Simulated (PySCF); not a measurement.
NMR data simulated for an unnamed compound:

1H NMR (600 MHz, computed): δ 7.47 (m, 1H), 7.23 (m, 1H), 7.09 (m, 1H).

13C{1H} NMR (computed): δ 167.8 (C), 160.6 (C), 156.7 (C), 124.7 (CH), 116.9 (CH), 112.5 (CH).

PySCF 2.14 calculation with geometry: GFN2-xTB and shieldings: GIAO PBE0/pcSseg-1; non-relativistic, one computed conformer, gas phase.

Scale: 1H (σref 31.72), 13C (σref 186.93) vs TMS (reference shieldings calculated alike).

Q: Which of these does the molecule contain: a ketone, a non-aromatic C=C double bond, a tert-butyl group, a benzene ring?

A: 
- A ketone: no.
- A non-aromatic C=C double bond: no.
- A tert-butyl group: no.
- A benzene ring: yes.

The data belong to 1,2,4-trifluorobenzene (F-1) (SMILES Fc1ccc(F)c(F)c1); they needn't prove each group on their own.

Carbon signals by region: 2 in the far downfield region (above 160 ppm), 4 in the sp2 and nitrile region (100–160 ppm). Above 160 ppm: 167.8, aromatic carbon bearing fluorine, 160.6, aromatic carbon bearing fluorine.

Splittings by 19F in the carbon and heteronuclear signals aren't shown, as no couplings were computed. Shifts are as computed. Against solution values, carbons near 30 ppm lie about +3 ppm off and those near 130 ppm about +5 ppm. Of 1211 compounds with measured shifts, 218 miss one by over three times the rms of a fit or turn the order of signals round; such compounds aren't used in these exercises. No couplings were computed; multiplicities are counted from neighbouring protons, with m where these are inequivalent, close in shift, in a saturated or five-membered ring or joined by F or P, and br s for small geminal =CH2 splittings.
